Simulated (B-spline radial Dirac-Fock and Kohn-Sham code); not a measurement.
# Form factor and incoherent scattering function of Pt⁴²⁺

System: Pt⁴²⁺, configuration [Ar] 3d10 4s2 4p6.

Input file task.json (cfg lists n, l and occupation; rrms is the nuclear radius in fm):

```json
{"items": [{
  "Z": 78,
  "q": 42,
  "cfg": [[1, 0, 2], [2, 0, 2], [2, 1, 6], [3, 0, 2], [3, 1, 6], [3, 2, 10], [4, 0, 2], [4, 1, 6]],
  "A": 195,
  "rrms": 5.427,
  "do": ["scatter"],
  "s": [0.0, 0.05, 0.07, 0.09, 0.11, 0.14, 0.17, 0.21, 0.27, 0.34, 0.42, 0.53, 0.67, 0.84, 1.06, 1.33, 1.67, 2.1, 2.64, 3.32, 4.17, 5.24, 6.58],
  "pz": [0, 0.1, 0.14, 0.21, 0.3, 0.44, 0.64, 0.92, 1.3, 1.9, 2.8, 4.1, 5.9, 8.5, 12.0, 18.0, 26.0, 37.0, 54.0, 79.0, 110.0],
  "hv_scatter": [1000, 2000, 5000, 8047.8, 10000, 20000, 50000, 100000]
}]}
```

Command: `python xray_run.py task.json out`

Model: relativistic Hartree-Fock (Dirac-Fock) wave functions, averaged over the configuration. Program: a radial B-spline solver. f₀ is the Fourier transform of the spherical electron density, S the Waller-Hartree incoherent function, and s = sin θ/λ.

```
s (Å⁻¹)      f₀       S
      0  36.000   0.000
   0.05  35.963   0.037
   0.07  35.928   0.072
   0.09  35.881   0.118
   0.11  35.822   0.176
   0.14  35.713   0.283
   0.17  35.579   0.415
   0.21  35.361   0.627
   0.27  34.954   1.016
   0.34  34.368   1.565
   0.42  33.565   2.295
   0.53  32.266   3.427
   0.67  30.375   4.982
   0.84  27.893   6.903
   1.06  24.683   9.287
   1.33  21.145  11.950
   1.67  17.593  14.812
    2.1  14.280  17.664
   2.64  11.121  20.511
   3.32   8.138  23.492
   4.17   5.957  26.397
   5.24   4.764  28.985
   6.58   3.854  31.108
```

f₀ starts at the number of electrons, 36, and has fallen to half at s ≈ 1.63 Å⁻¹. The sum of ⟨r²⟩ over the electrons is 2.000 bohr².

Values without a named source are computed, but for edge energies of neutral atoms, which are taken from tables.
